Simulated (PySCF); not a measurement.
2-chloro-5-fluoropyridine, C5H3ClFN.
SMILES with atom numbers: `[F:1][c:2]1[cH:3][cH:4][c:5]([Cl:6])[n:7][cH:8]1` (hydrogens: H9 on C3; H10 on C4; H11 on C8)

Jobs on this species (11 atoms, 66 electrons) with PySCF (density fitting). Hardware of each: one thread of an AMD EPYC 9R14, no GPU, shared host. Other jobs ran on the host; a repeat could differ by tens of per cent or more. Peak memory is the resident size of the whole Python process, interpreter and libraries included.

Problem. Rank these jobs by wall time, shortest first.
A. PBE0/pcSseg-1, IEF-PCM chloroform, start guess atom; shieldings, ring-centre shieldings; 158 basis functions
B. HSE06/MINI; spin–spin couplings from 10 perturbed nuclei, spin–dipole term for 2 of them; 47 basis functions
C. KT3/pcSseg-1, grid level 4; shieldings, ring-centre shieldings, density and orbital grids written; 158 basis functions

Solution. B (6.4 s), A (11 s), C (31 s).

All jobs:

```tsv
level and settings	work	basis functions	SCF cycles	wall time	peak memory
HSE06/MINI	spin–spin couplings from 10 perturbed nuclei, spin–dipole term for 2 of them	47	13	6.4 s	0.47 GiB
PBE0/pcSseg-1, IEF-PCM chloroform, start guess atom	shieldings, ring-centre shieldings	158	11	11 s	0.90 GiB
KT3/pcSseg-1, grid level 4	shieldings, ring-centre shieldings, density and orbital grids written	158	17	31 s	0.67 GiB
```

Problem. What do all jobs in the table cost together?

Solution. About 48 s; the longest takes about 64 % of that, and about 4.8 times as long as the shortest.
